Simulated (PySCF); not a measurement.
Job file and geometry (Å, from GFN2-xTB) of an NMR shielding run on C$_{6}$H$_{12}$AlOP, GIAO PBE0/pcSseg-1 NMR shielding, non-relativistic, gas phase (PySCF); density fitting, a coarse starting grid and PySCF grid level 2 are the driver's defaults:

```
$ OMP_NUM_THREADS=1 python probes_run.py task.json out

{"job": {"kind": "nmr", "xc": "PBE0", "basis": "pcSseg-1"}, "charge": 0, "multiplicity": 1}
C      1.266422     3.677753     0.139790
C      1.027019     2.506523     0.007931
P      0.880161     0.756863    -0.214422
Al     1.192535    -2.149904    -0.680304
C      0.099959     0.379044     1.439658
C     -0.535407    -1.004059     1.289138
O     -0.494240    -1.437240    -0.056217
C     -1.292172    -0.687095    -0.951193
C     -0.768979     0.744066    -1.090904
H      1.429100     4.709101     0.264076
H      1.279554    -1.440125    -2.092504
H      0.659362    -3.629432    -0.639938
H      2.166407    -1.719792     0.492829
H      0.870401     0.381578     2.210796
H     -0.635180     1.150729     1.682951
H     -1.575239    -1.021678     1.642199
H      0.038013    -1.756211     1.836380
H     -2.336682    -0.713128    -0.611728
H     -1.213838    -1.222014    -1.900572
H     -0.629674     1.014649    -2.137696
H     -1.436440     1.477315    -0.630741
```

Question: Write the output of this run.

Answer: 
```
coarse grid: 18296 points
cycle   1  E = -893.9469777282  dE =  1.188e+00  |g| = 5.417e-01  |ddm| = 4.276e+00
cycle   2  E = -893.9453839289  dE =  1.594e-03  |g| = 5.843e-01  |ddm| = 1.080e+00
cycle   3  E = -894.0108064025  dE = -6.542e-02  |g| = 1.126e-01  |ddm| = 5.445e-01
cycle   4  E = -894.0127992629  dE = -1.993e-03  |g| = 3.737e-02  |ddm| = 1.140e-01
cycle   5  E = -894.0130689427  dE = -2.697e-04  |g| = 1.551e-02  |ddm| = 4.847e-02
cycle   6  E = -894.0131222564  dE = -5.331e-05  |g| = 6.870e-03  |ddm| = 1.655e-02
cycle   7  E = -894.0131333056  dE = -1.105e-05  |g| = 1.285e-03  |ddm| = 6.887e-03
cycle   8  E = -894.0131337296  dE = -4.240e-07  |g| = 1.448e-04  |ddm| = 1.841e-03
final grid: 166736 points
cycle   9  E = -894.0801778645  dE = -5.348e-05  |g| = 1.185e-02  |ddm| = 5.369e-02
cycle  10  E = -894.0801529304  dE =  2.493e-05  |g| = 1.666e-02  |ddm| = 1.954e-02
cycle  11  E = -894.0802060827  dE = -5.315e-05  |g| = 1.539e-03  |ddm| = 1.220e-02
cycle  12  E = -894.0802065786  dE = -4.959e-07  |g| = 4.010e-04  |ddm| = 1.776e-03
cycle  13  E = -894.0802066027  dE = -2.405e-08  |g| = 2.465e-04  |ddm| = 5.326e-04
cycle  14  E = -894.0802066172  dE = -1.458e-08  |g| = 6.463e-05  |ddm| = 2.154e-04
cycle  15  E = -894.0802066182  dE = -9.459e-10  |g| = 1.623e-05  |ddm| = 8.128e-05
converged SCF energy = -894.0802066182

GIAO shielding tensors (ppm)
atom      isotropic    diamagn.    paramagn.     s11        s22        s33       span
  0 C       82.818     260.845    -178.027      3.514     19.325    225.614    222.100
  1 C       99.781     267.676    -167.895     -9.370      9.511    299.202    308.572
  2 P      434.210     963.920    -529.710    406.606    437.137    458.887     52.282
  3 Al     405.163     793.452    -388.289    386.360    407.066    422.064     35.704
  4 C      154.332     254.016     -99.684    131.634    158.529    172.833     41.198
  5 C      118.839     243.883    -125.044     89.838     97.882    168.798     78.961
  6 O      294.707     399.551    -104.844    248.980    310.525    324.616     75.635
  7 C      118.478     243.649    -125.171     89.676     97.062    168.697     79.021
  8 C      154.897     253.983     -99.086    132.569    159.325    172.796     40.227
  9 H       29.214      34.299      -5.085     24.407     24.576     38.659     14.252
 10 H       27.169      29.107      -1.938     23.668     26.837     31.003      7.335
 11 H       27.295      28.929      -1.634     23.390     25.402     33.093      9.703
 12 H       27.082      29.105      -2.023     23.527     26.890     30.829      7.302
 13 H       29.056      30.574      -1.518     24.959     27.003     35.206     10.247
 14 H       29.536      31.523      -1.987     25.370     28.683     34.555      9.185
 15 H       27.854      28.859      -1.005     22.739     26.982     33.840     11.101
 16 H       26.912      28.764      -1.852     22.440     25.478     32.816     10.376
 17 H       27.841      28.756      -0.915     22.695     27.007     33.822     11.127
 18 H       26.908      28.685      -1.777     22.374     25.539     32.811     10.436
 19 H       29.095      30.392      -1.297     24.984     26.977     35.323     10.340
 20 H       29.538      31.409      -1.871     25.371     28.606     34.637      9.267
```

Size and cost of the density-fitted run: 227 basis functions, about 2.3 core-minutes.
